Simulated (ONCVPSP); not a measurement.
Reading a pseudo-wave (chlorine (Cl))

Columns: radius, all-electron u(r) and pseudo u(r) of the 3p shell (level -8.70 eV) of chlorine in the configuration [Ne] 3s1.75 3p5.25; PBEsol, scalar-relativistic, ONCV scheme, ONCVPSP 4.0.1.

```csv
r (bohr),all-electron,pseudo
0.078,-0.1416,0.0064
0.155,-0.3007,0.0249
0.232,-0.3616,0.0548
0.310,-0.3306,0.0955
0.388,-0.2378,0.1456
0.465,-0.1137,0.2027
0.542,0.0223,0.2657
0.620,0.1588,0.3332
0.698,0.2857,0.4020
0.775,0.3972,0.4686
0.852,0.4934,0.5320
0.930,0.5749,0.5911
1.008,0.6406,0.6438
1.085,0.6910,0.6884
1.162,0.7282,0.7245
1.240,0.7540,0.7514
1.318,0.7696,0.7684
1.395,0.7763,0.7760
1.472,0.7758,0.7758
1.550,0.7693,0.7693
1.628,0.7578,0.7578
1.705,0.7425,0.7425
1.782,0.7242,0.7242
1.860,0.7033,0.7033
1.938,0.6807,0.6807
2.015,0.6570,0.6570
```

(1) How many radial nodes do the two functions have?

(2) At about which radius was the pseudo-wave matched?

(3) Where does each function peak?

(4) Is the pseudo-wave norm-conserving?

Results:

(1) The all-electron 3p function has n − l − 1 = 1; the pseudo-wave has 0, since the states of the same l below it are removed with the core.

(2) 1.55 bohr. The columns agree to 0.0005 from 1.40 bohr on; several derivatives are matched, so the curves merge somewhat inside the radius.

(3) Outermost all-electron maximum near 1.40 bohr, pseudo maximum near 1.40 bohr (to the table’s step).

(4) Yes: the ONCV scheme keeps the norm inside the radius equal to the all-electron one, which fixes the energy derivative of the logarithmic derivative at the level.
